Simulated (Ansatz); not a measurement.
Ga₄N₄Cl₄H₄⁻, that is (ClGaNH)4 cubane with one electron more. Charge -1, multiplicity 2. Geometry PBE-D4/def2-SVP, that of the neutral singlet; atoms count from 1.

```xyz
16

Ga    1.2121   -0.1288    1.2500
Cl    2.7090   -0.2874    2.7940
N     1.5512    0.1755   -0.6912
Ga    0.1210    1.5627   -0.7692
Cl    0.2702    3.4926   -1.7196
N    -0.2477    1.2267    1.1612
Ga   -1.5864   -0.1795    0.7068
Cl   -3.5456   -0.4012    1.5799
N    -0.1183   -1.5280    0.7522
Ga    0.2533   -1.2545   -1.1877
Cl    0.5665   -2.8042   -2.6541
N    -1.1852    0.1257   -1.2224
H     2.4832    0.2810   -1.1065
H    -0.3965    1.9638    1.8590
H    -0.1895   -2.4462    1.2042
H    -1.8973    0.2016   -1.9569
```

Single mean-field runs in def2-TZVP are fitted with def2-universal-jkfit. The highest occupied level of the charge -1 doublet lies above zero (up to 0.76 eV). By energy differences its removal costs 0.53 eV (vertical, to the charge 0 singlet, at PBE0-D4/def2-TZVP); self-interaction error and the lack of diffuse functions both raise the level.

Question: Estimate the Mulliken populations from the PBE0/def2-TZVP orbitals of Ansatz.

Answer: 
| atom | charge (e) | spin (α − β) |
| --- | --- | --- |
| Ga1 | 0.47 | 0.16 |
| Cl2 | -0.40 | 0.03 |
| N3 | -0.49 | 0.00 |
| Ga4 | 0.47 | 0.16 |
| Cl5 | -0.40 | 0.03 |
| N6 | -0.49 | 0.00 |
| Ga7 | 0.47 | 0.16 |
| Cl8 | -0.40 | 0.03 |
| N9 | -0.49 | 0.00 |
| Ga10 | 0.47 | 0.16 |
| Cl11 | -0.40 | 0.03 |
| N12 | -0.49 | 0.00 |
| H13 | 0.17 | 0.06 |
| H14 | 0.17 | 0.06 |
| H15 | 0.17 | 0.06 |
| H16 | 0.17 | 0.06 |
Mulliken values and Mayer orders depend strongly on the basis.

Question: Where does the spin sit?

Answer: Summed by element: Ga 0.65, Cl 0.12, N 0.00, H 0.23, of 1 unpaired in all. Largest on single atoms: Ga1 0.16, Ga4 0.16, Ga7 0.16.

Question: And the Mayer bond orders between bonded heavy atoms (over 0.3)?

Answer: Ga1–Cl2 0.91 (2.16 Å); Ga1–N3 0.75 (1.99 Å); Ga1–N6 0.75 (1.99 Å); Ga1–N9 0.75 (1.99 Å); N3–Ga4 0.75 (1.99 Å); N3–Ga10 0.75 (1.99 Å); Ga4–Cl5 0.91 (2.16 Å); Ga4–N6 0.75 (1.99 Å); Ga4–N12 0.75 (1.99 Å); N6–Ga7 0.75 (1.99 Å); Ga7–Cl8 0.91 (2.16 Å); Ga7–N9 0.75 (1.99 Å); Ga7–N12 0.75 (1.99 Å); N9–Ga10 0.75 (1.99 Å); Ga10–Cl11 0.91 (2.16 Å); Ga10–N12 0.75 (1.99 Å).
